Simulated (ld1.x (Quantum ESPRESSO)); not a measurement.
# Transferability test, TM semilocal potential for V (Z = 23)

ld1.x (Quantum ESPRESSO) 7.5 input, shortened:

```
&input
   title='V', zed=23., rel=1, dft='PZ', iswitch=3,
   config='[Ar] 3d3 4s0 4p0'
 /
 &inputp
   pseudotype=1, tm=.true., lloc=2,
   nlcc=.true., new_core_ps=.true.
 /
3
3S  1  0   2.00   0.00  1.20  1.20  0.0
3P  2  1   6.00   0.00  0.95  0.95  0.0
3D  3  2   3.00   0.00  2.05  2.05  0.0
 &test
   configts(1)='3s2 3p6 3d3 4s0 4p0'
 /
```

Energies are relative to the spin-unpolarised reference configuration 3s2 3p6 3d3 4s0 4p0; without spin polarisation the order of configurations can differ from experiment. Spin-polarised rows fill each open shell by Hund’s rule, majority spin first.

```tsv
valence configuration	charge	ΔE all-electron (eV)	error AE − PS (meV)
3s2 3p6 3d3 4s2 4p0	0	-22.486	+363
3s2 3p6 3d3 4s1 4p0	+1	-14.545	+240
3s2 3p6 3d2 4s0 4p0	+3	29.158	+78
3s2 3p6 3d3.5 4s1.5 4p0	0	-22.459	+214
3s2 3p6 3d4 4s0 4p0	+1	-15.108	-23
3s2 3p6 3d4 4s1 4p0	0	-21.945	+99
3s2 3p6 3d3 4s2 4p0 (spin-polarised)	0	-24.115	+470
```

Task: What are ΔE and the potential's error for 3s2 3p6 3d3 4s0 4p0 (spin-polarised)?

Result: ΔE = -1.845 eV all-electron; the error (AE − PS) is +135 meV.

Task: What are ΔE and the potential's error for 3s2 3p5 3d3 4s2 4p0?

Result: ΔE = 28.398 eV all-electron; the error (AE − PS) is +591 meV.

Levels in the configuration 3s2 3p6 3d3.5 4s1.5 4p0:

| level | all-electron (eV) | pseudo (eV) |
| --- | --- | --- |
| 3s | -67.779 | -67.516 |
| 3p | -41.987 | -41.743 |
| 3d | -3.815 | -3.642 |
| 4s | -4.405 | -4.489 |
